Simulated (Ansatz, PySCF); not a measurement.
Gas-phase reaction (SMILES): [NH2][Al]([OH])[OH] + Cl (HCl) → [OH][Al]([OH])[Cl] + N (NH3); hydrogen chloride cleaves one Al-N bond, a model of a ligand-exchange step.

Each molecule is optimised on its own at B3LYP-D3(BJ)/def2-TZVP (Ansatz, a quantum-chemistry and plane-wave program), one conformer each, not searched for the lowest. Cores are frozen in the correlated levels unless marked. Spin-orbit coupling is left out. No relativistic terms. Basis-set limits of correlation are two-point, X^-3; Hartree-Fock from the larger set. Thermal terms are rigid-rotor harmonic-oscillator values from B3LYP-D3(BJ) frequencies (Ansatz or PySCF) at 298.15 K and 1 atm. 1 Eh = 627.5095 kcal/mol.

```tsv
species	E, CCSD(T)/CBS(aug-cc-pV(T+d)Z,aug-cc-pV(Q+d)Z) (Ansatz) (Eh)	E, PBE0-D4/def2-TZVPD (Ansatz + dftd4) (Eh)	H - E (Eh)
[NH2][Al]([OH])[OH]	-449.62818	-449.96259	0.06012
Cl (HCl)	-460.37804	-460.66608	0.01000
[OH][Al]([OH])[Cl]	-853.53166	-854.14293	0.03568
N (NH3)	-56.50411	-56.51535	0.03799
```

Problem. Work out ΔE and ΔH at 298.15 K at the first level, then ΔH at the second.

Solution. 
1. ΔE = [(-853.53166) + (-56.50411)] - [(-449.62818) + (-460.37804)] = -0.02955 Eh = -18.5 kcal/mol at CCSD(T)/CBS(aug-cc-pV(T+d)Z,aug-cc-pV(Q+d)Z).
2. The terms H - E add up to 0.00355 Eh, so ΔH = (-0.02955 + (0.00355))×627.5095 = -16.3 kcal/mol.
3. At PBE0-D4/def2-TZVPD the same steps give ΔE = -18.6 and ΔH = -16.4 kcal/mol, a shift of -0.1 from the first level.
4. These values are not checked against measurement here, since the tables used lack a sound gas-phase enthalpy of formation for at least one species.
